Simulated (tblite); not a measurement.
Compound: C8H12F2O.
SMILES with atom numbers: `[CH3:1]/[C:2]([C:3](=[O:4])[F:5])=[C:6](/[F:7])[C:8]([CH3:9])([CH3:10])[CH3:11]` (hydrogens: H12, H13, H14 on C1; H15, H16, H17 on C9; H18, H19, H20 on C10; H21, H22, H23 on C11)

Computed with GFN2-xTB (tblite), gas phase: L-BFGS steps from a force-field or distance-geometry start until the largest atomic force falls under 0.01 eV/Å.

Geometry at step 11:
```
atom  x, y, z in Å
C1      1.9356    1.2844    0.1569
C2      1.6650   -0.1904    0.1878
C3      2.8802   -1.0028    0.3896
O4      3.9889   -0.6011    0.5319
F5      2.6722   -2.3441    0.4326
C6      0.4324   -0.7166    0.0442
F7      0.3332   -2.0587    0.0000
C8     -0.9542   -0.1124   -0.1163
C9     -1.4127   -0.2990   -1.5828
C10    -1.9064   -0.9347    0.7809
C11    -1.1007    1.3512    0.3043
H12     3.0000    1.4549    0.2906
H13     1.6472    1.6919   -0.8104
H14     1.4069    1.7939    0.9561
H15    -1.3508   -1.3469   -1.8726
H16    -2.4545    0.0104   -1.6547
H17    -0.8230    0.2931   -2.2834
H18    -1.6259   -0.8417    1.8268
H19    -2.9190   -0.5622    0.6677
H20    -1.8984   -1.9866    0.5138
H21    -2.1512    1.6131    0.2110
H22    -0.5436    2.0498   -0.3130
H23    -0.8258    1.4816    1.3490
```

Q: What forces act on the atoms?

A: 
| atom | Fx (eV/Å) | Fy (eV/Å) | Fz (eV/Å) |
| --- | --- | --- | --- |
| C1 | 0.116 | 0.034 | -0.022 |
| C2 | -0.136 | -0.040 | 0.022 |
| C3 | -0.237 | 0.062 | -0.047 |
| O4 | 0.008 | 0.022 | -0.016 |
| F5 | -0.006 | 0.053 | -0.003 |
| C6 | -0.073 | -0.149 | -0.085 |
| F7 | 0.033 | -0.027 | -0.022 |
| C8 | 0.031 | -0.108 | -0.036 |
| C9 | 0.057 | 0.030 | 0.178 |
| C10 | 0.072 | 0.068 | -0.044 |
| C11 | -0.045 | -0.003 | -0.027 |
| H12 | 0.054 | -0.037 | 0.005 |
| H13 | -0.025 | 0.085 | 0.101 |
| H14 | 0.025 | 0.075 | -0.072 |
| H15 | 0.050 | 0.060 | 0.026 |
| H16 | 0.076 | 0.007 | -0.067 |
| H17 | 0.011 | -0.033 | 0.168 |
| H18 | 0.054 | -0.002 | 0.029 |
| H19 | -0.068 | 0.020 | -0.011 |
| H20 | -0.002 | -0.020 | -0.016 |
| H21 | -0.078 | 0.044 | 0.011 |
| H22 | 0.030 | -0.150 | -0.003 |
| H23 | 0.054 | 0.009 | -0.068 |

The largest, 0.25 eV/Å, acts on C3; the rms over all components is 0.069 eV/Å. The forces sum to zero within rounding, as they must for an isolated molecule in no field.

Q: Give the force on C3 in Eh/bohr and in nN.

A: 0.249 eV/Å ÷ 51.422 = 0.00485 Eh/bohr, and 0.249 eV/Å × 1.602 = 0.40 nN.

Q: How far is this geometry from the end of the optimisation?

A: 0.065 eV above it, and 0.437 Å rms away after alignment. The bonds farthest from their final lengths, with half the difference of the two atoms' forces along the bond (positive lengthens):

```json
{"bond": "C8–C9", "now (Å)": "1.548", "final (Å)": "1.537", "force along bond (eV/Å)": "-0.11"}
{"bond": "C8–C10", "now (Å)": "1.545", "final (Å)": "1.536", "force along bond (eV/Å)": "-0.06"}
{"bond": "C6–C8", "now (Å)": "1.521", "final (Å)": "1.515", "force along bond (eV/Å)": "-0.04"}
{"bond": "C2–C3", "now (Å)": "1.476", "final (Å)": "1.470", "force along bond (eV/Å)": "-0.07"}
{"bond": "C1–H13", "now (Å)": "1.089", "final (Å)": "1.085", "force along bond (eV/Å)": "-0.03"}
{"bond": "C9–H17", "now (Å)": "1.090", "final (Å)": "1.087", "force along bond (eV/Å)": "-0.03"}
```

The angle farthest from its final value is C6–C8–C11, 116.0° against 111.9°.

What follows is the cost of the whole relaxation. The run took 1.6 s wall on an Arm Neoverse V1 with one thread (shared host).
